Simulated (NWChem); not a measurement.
System: C$_{3}$H$_{6}$OSi; SMILES C1[SiH2]C(C1)=O

```xyz
11

O      0.4156    -2.0907     0.0552
C      0.1063    -0.9285    -0.0148
C     -1.3144    -0.3042    -0.0869
C     -0.9682     1.2083     0.1046
Si     0.9136     0.8658    -0.0211
H     -1.7490    -0.5156    -1.0735
H     -1.9908    -0.7298     0.6648
H     -1.2735     1.5815     1.0869
H     -1.4033     1.8629    -0.6544
H      1.7899     1.2821     1.1110
H      1.5682     1.2695    -1.2985
```
Atoms are numbered in this order, from 1.

Program: NWChem. Geometry: optimised at B3LYP/6-31G* (spherical d).

Estimate the computed values for RPBE/def2-SVP. Quantities: highest occupied level (eV); orbital gap (eV); dipole (D).


```json
{
  "highest occupied level (eV)": "-5.14",
  "orbital gap (eV)": "2.82",
  "dipole (D)": "2.36"
}
```
